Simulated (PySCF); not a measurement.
Atom-mapped SMILES (the numbers label the heavy atoms): `[CH3:1][C@H:2]([F:3])[C:4]([F:5])([F:6])[C:7](=[O:8])[Cl:9]`. Each H is labelled by its parent atom.

All values are calculated (PySCF): GFN2-xTB structure, GIAO PBE0/pcSseg-1 shieldings. Equivalent nuclei averaged, relativity neglected, a single conformation, in vacuum.

Referencing at the same level of theory: TMS for 13C (σref 186.93), 1H (σref 31.72); 19F (σref 170.95) against CFCl3; H2O for 17O (σref 336.08); 35Cl (σref 949.78) vs HCl.

```tsv
atoms	nucleus	count	Hirshfeld charge	δ (ppm)
Cl9	35Cl	1	-0.01	466
C2	13C	1	0.05	95.0
F5	19F	1	-0.08	?
H(C1)	1H	3	0.05	1.67
C7	13C	1	0.16	?
H(C2)	1H	1	0.05	5.05
F3	19F	1	-0.10	?
O8	17O	1	-0.18	607.9
F6	19F	1	-0.08	-139.1
C4	13C	1	0.17	120.3
C1	13C	1	-0.13	15.6
```

Question: Estimate the values marked ?.

Answer: 
- C7: 182.8 ppm, carbonyl carbon
- F5: -128.6 ppm, fluorine of a CF2 group
- F3: -221.8 ppm, fluorine on an sp3 carbon

Carbons that carry Cl, above all several Cl atoms, come out too deshielded, partly because spin–orbit coupling is missing. Shifts are as computed. Against solution values, carbons near 30 ppm lie about +3 ppm off and those near 130 ppm about +5 ppm; carbons on Cl a further +6 ppm. Of 1211 compounds with measured shifts, 218 miss one by over three times the rms of a fit or turn the order of signals round; such compounds aren't used in these exercises. Unscaled 19F shifts against computed CFCl3 carry errors that often reach 10 to 50 ppm. Unscaled 17O shifts of doubly bonded oxygen tend to come out too high, by tens of ppm or more. Experimental scales use liquid or dissolved standards, which lie at an offset from isolated H2O (liquid H2O: subtract about 36 ppm).
